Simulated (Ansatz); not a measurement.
def2 core potentials replace the inner electrons of Te.

Z-matrix (Å, degrees):
```
C
C 1 1.5267
H 2 1.1003 1 111.84
H 2 1.1008 3 108.53 1 -122.52
H 2 1.1055 3 108.19 4 -116.44
C 1 1.5267 2 111.92 3 52.95
H 6 1.1020 1 111.90 2 -178.22
H 6 1.1021 7 108.59 1 -124.13
H 6 1.1049 7 107.29 8 -115.70
C 1 1.5271 2 110.88 3 179.08
H 10 1.1001 1 111.65 2 -177.25
H 10 1.1004 11 108.27 1 122.14
H 10 1.1057 11 108.21 12 117.03
Te 1 2.2312 2 107.96 3 -63.83
O 14 2.0268 1 93.28 2 -61.44
H 15 0.9686 14 106.36 1 93.57
```
Charge 0, multiplicity 1.

Q: What is the computed total energy, adiabatic ionisation energy (no zero-point term), HOMO–LUMO gap, HOMO, vertical ionisation energy (Delta-SCF), LUMO, hole reorganisation energy (four-point) and dipole moment (Ansatz (a quantum-chemistry and plane-wave program) with PBE-D3(BJ)/def2-TZVP // B3LYP-D3(BJ)/def2-SVP)?

A: 
* **total energy**: -501.4852 Ha
* **adiabatic ionisation energy (no zero-point term)**: 7.42 eV
* **HOMO–LUMO gap**: 2.41 eV
* **HOMO**: -4.87 eV
* **vertical ionisation energy (Delta-SCF)**: 7.81 eV
* **LUMO**: -2.46 eV
* **hole reorganisation energy (four-point)**: 0.640 eV
* **dipole moment**: 2.04 D
